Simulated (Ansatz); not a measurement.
Steps of a relaxation of CH4BNO, SMILES `OC1BN1` with RKS PBE-D4/def2-SVP.

```sh
$ ansatz run in.yaml --threads 2 --pin off --events-out ev --progress --plain --max-ram 4352MiB
```

```yaml
crystal:
  periodic: [false, false, false]
  atoms:
    - {symbol: O, position_ang: [-0.411900, 0.760700, -1.063300]}
    - {symbol: C, position_ang: [-0.033800, 0.477700, 0.215800]}
    - {symbol: B, position_ang: [1.012900, -0.641100, 0.232100]}
    - {symbol: N, position_ang: [-0.395600, -0.797400, 0.638600]}
    - {symbol: H, position_ang: [-1.332400, 1.250700, -0.971400]}
    - {symbol: H, position_ang: [-0.026100, 1.277700, 1.005100]}
    - {symbol: H, position_ang: [2.152000, -1.072200, 0.043200]}
    - {symbol: H, position_ang: [-0.872900, -1.313200, -0.155900]}
basis:
  gaussian: {orbitals: def2-SVP}
hamiltonian: {xc: pbe, dispersion: d4}
relax: {f_tol: 0.03, max_steps: 200}
```

Positions (Å) and forces (eV/Å) along the path, 11 of 11 steps:

```xyz
8
step=1 energy=-5303.1333 eV
O    -0.412    0.761   -1.063   -2.976    2.585   -1.088
C    -0.034    0.478    0.216    1.932    2.332    0.607
B     1.013   -0.641    0.232   -0.352   -0.096    1.014
N    -0.396   -0.797    0.639    0.723   -3.683   -0.696
H    -1.332    1.251   -0.971    2.136   -1.128   -0.580
H    -0.026    1.278    1.005   -0.513   -0.054   -0.488
H     2.152   -1.072    0.043   -0.832   -0.103   -0.029
H    -0.873   -1.313   -0.156   -0.117    0.147    1.260
8
step=2 energy=-5303.6529 eV
O    -0.406    0.846   -1.076   -1.167    0.894   -0.241
C    -0.009    0.500    0.212    0.634    1.377    0.323
B     1.036   -0.632    0.245   -0.612    0.080    0.712
N    -0.341   -0.836    0.642    0.824   -1.588   -1.138
H    -1.310    1.271   -1.007    0.972   -0.424   -0.145
H    -0.123    1.282    1.007   -0.159   -0.146   -0.373
H     2.118   -1.122    0.006   -0.311   -0.112   -0.020
H    -0.873   -1.366   -0.084   -0.181   -0.081    0.881
8
step=3 energy=-5303.9202 eV
O    -0.409    0.923   -1.096    0.778   -0.524    0.147
C    -0.005    0.526    0.193   -0.153    0.321    0.028
B     1.051   -0.607    0.257    0.148    0.047    0.204
N    -0.264   -0.893    0.612   -0.364   -0.129   -1.191
H    -1.250    1.383   -1.020   -0.614    0.336    0.106
H    -0.232    1.284    0.977    0.028   -0.222   -0.051
H     2.080   -1.161   -0.021    0.116    0.019   -0.032
H    -0.879   -1.512    0.042    0.061    0.153    0.789
8
step=4 energy=-5304.0602 eV
O    -0.359    0.962   -1.095    0.054    0.051   -0.108
C    -0.028    0.535    0.188    0.550   -1.048   -0.057
B     1.080   -0.610    0.256   -1.203    0.208    0.008
N    -0.260   -0.907    0.513    1.010    0.411   -0.496
H    -1.207    1.435   -1.052   -0.142    0.080   -0.001
H    -0.295    1.240    0.987   -0.099    0.155    0.259
H     2.126   -1.125   -0.058   -0.014    0.081    0.179
H    -0.965   -1.586    0.206   -0.155    0.062    0.216
8
step=5 energy=-5304.0736 eV
O    -0.343    1.012   -1.111   -0.256    0.205   -0.102
C    -0.023    0.528    0.153    0.243   -0.720    0.171
B     1.082   -0.613    0.223    0.158    0.208   -0.256
N    -0.228   -0.917    0.421   -1.726   -1.314   -0.293
H    -1.195    1.494   -1.057    0.150   -0.124    0.005
H    -0.330    1.179    0.991    0.048    0.206    0.082
H     2.162   -1.101   -0.024   -0.069    0.116    0.201
H    -1.033   -1.639    0.347    1.452    1.424    0.192
8
step=6 energy=-5304.1369 eV
O    -0.365    1.058   -1.101    0.089    0.066    0.025
C    -0.008    0.478    0.127    0.148   -0.042   -0.338
B     1.089   -0.635    0.146    0.387    0.089    0.003
N    -0.221   -0.975    0.253   -0.815    0.556    0.332
H    -1.267    1.424   -1.027   -0.014   -0.024    0.062
H    -0.253    1.118    1.005   -0.050   -0.164    0.010
H     2.216   -1.055    0.125    0.013   -0.085   -0.033
H    -1.099   -1.470    0.416    0.242   -0.396   -0.060
8
step=7 energy=-5304.1802 eV
O    -0.350    1.074   -1.107    0.126   -0.060    0.065
C    -0.001    0.508    0.128   -0.259    0.204   -0.059
B     1.080   -0.615    0.170   -0.011   -0.296   -0.012
N    -0.245   -0.920    0.321    0.257   -0.190   -0.054
H    -1.260    1.409   -1.027   -0.115    0.088   -0.032
H    -0.266    1.145    0.996    0.018    0.127    0.048
H     2.178   -1.103    0.085    0.014    0.060    0.024
H    -1.044   -1.556    0.377   -0.030    0.067    0.021
8
step=8 energy=-5304.1834 eV
O    -0.372    1.052   -1.121    0.099   -0.084    0.033
C    -0.025    0.490    0.114    0.133    0.123    0.053
B     1.077   -0.623    0.164   -0.108   -0.084    0.009
N    -0.243   -0.944    0.317    0.035   -0.051   -0.047
H    -1.236    1.485   -1.018   -0.161    0.060   -0.015
H    -0.257    1.145    0.983   -0.074   -0.006   -0.035
H     2.186   -1.080    0.105    0.067   -0.013   -0.011
H    -1.037   -1.583    0.400    0.009    0.054    0.012
8
step=9 energy=-5304.1860 eV
O    -0.365    1.059   -1.114   -0.126    0.084   -0.006
C    -0.008    0.497    0.119   -0.093    0.042    0.028
B     1.084   -0.630    0.162   -0.043    0.018    0.011
N    -0.238   -0.939    0.309    0.027   -0.012   -0.011
H    -1.253    1.461   -1.020    0.165   -0.088   -0.011
H    -0.274    1.141    0.986    0.054   -0.015   -0.012
H     2.194   -1.089    0.102    0.016   -0.008   -0.005
H    -1.047   -1.557    0.399   -0.001   -0.020    0.006
8
step=10 energy=-5304.1870 eV
O    -0.359    1.066   -1.111    0.011   -0.004    0.006
C    -0.012    0.499    0.122    0.001    0.010   -0.015
B     1.080   -0.628    0.163    0.033    0.001   -0.006
N    -0.241   -0.938    0.308   -0.028   -0.008    0.005
H    -1.252    1.449   -1.027   -0.013    0.003   -0.001
H    -0.268    1.143    0.992    0.006   -0.003    0.006
H     2.191   -1.087    0.097   -0.010    0.005    0.006
H    -1.047   -1.560    0.400    0.000   -0.003    0.000
8
step=11 energy=-5304.1870 eV
O    -0.359    1.068   -1.109    0.009    0.004   -0.009
C    -0.011    0.499    0.122   -0.021    0.010    0.005
B     1.080   -0.629    0.161   -0.009   -0.009    0.006
N    -0.242   -0.938    0.307    0.018    0.003   -0.003
H    -1.255    1.446   -1.028    0.002   -0.003    0.009
H    -0.262    1.143    0.994    0.000   -0.010   -0.009
H     2.191   -1.087    0.101   -0.005   -0.001   -0.003
H    -1.049   -1.560    0.398    0.006    0.006    0.004
```

Hardware: 2 threads of an Arm Neoverse V2 on a shared host. Wall time 13 s, peak host memory 0.14 GiB.
